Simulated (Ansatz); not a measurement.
`[NH2][Cd][Br]` + HCl → `[Cl][Cd][Br]` + NH₃ at 298.15 K and 1 bar (ligand exchange at a Cd–N bond).

Program: Ansatz. Geometries: PBE0-D4/def2-TZVP. ΔE: electronic, gas phase. CCSD(T)/CBS adds triple-zeta CCSD(T) − MP2 to the extrapolated MP2 energy (def2 sets, frozen cores). This one scheme is used for every species. def2 core potentials past Kr. For Br, Cd outer-core shells are correlated without core-valence functions, which leaves a few kJ/mol of doubt a bond. Scalar relativity is left out up to krypton. One conformer a species, not always the lowest.

```json
{"species": "`[NH2][Cd][Br]`", "CCSD(T)/CBS energy (Eh)": "-2796.98951", "H − E (kJ/mol)": "82.8", "S (J/(mol·K))": "316.4"}
{"species": "HCl", "CCSD(T)/CBS energy (Eh)": "-460.38127", "H − E (kJ/mol)": "26.6", "S (J/(mol·K))": "186.8"}
{"species": "`[Cl][Cd][Br]`", "CCSD(T)/CBS energy (Eh)": "-3200.91128", "H − E (kJ/mol)": "19.6", "S (J/(mol·K))": "303.7"}
{"species": "NH₃", "CCSD(T)/CBS energy (Eh)": "-56.50880", "H − E (kJ/mol)": "100.5", "S (J/(mol·K))": "192.4"}
```

H − E and S are ideal-gas, rigid-rotor, harmonic terms from PBE0-D4/def2-TZVP, for one conformer and one mirror image of each species. 1 Eh = 2625.50 kJ/mol, R = 8.31446 J/(mol·K).

Question: By hand: ΔE, ΔH, ΔS and ΔG.

Answer: ΔE = (-3200.91128) + (-56.50880) − (-2796.98951) − (-460.38127) = -0.04930 Eh = -129.4 kJ/mol. Δ(H − E) = 19.6 + 100.5 − 82.8 − 26.6 = 10.7, so ΔH = -118.7 kJ/mol. ΔS = 303.7 + 192.4 − 316.4 − 186.8 = -7.1 J/(mol·K). ΔG = -118.7 − 298.15 × (-7.1)/1000 = -116.6 kJ/mol.

Question: By hand: the equilibrium constant, and the temperature at which ΔG would vanish if ΔH and ΔS stayed fixed.

Answer: log₁₀ K = −ΔG/(RT ln 10) = 20.4. ΔG = 0 at ΔH/ΔS = 16718 K, far beyond where these terms or the molecules hold.

The number of gas molecules stays the same, so ΔS is small and ΔH decides. A doubt of 5 kJ/mol in ΔE shifts log₁₀ K by 0.9 here. Other conformers and mirror images would add mixing entropy, several J/(mol·K) or more a flexible species. These are equilibria of isolated gas molecules and say nothing of rates. Largest T1 diagnostic: 0.012 (customary marks: 0.02 for closed shells, 0.045 for open ones).
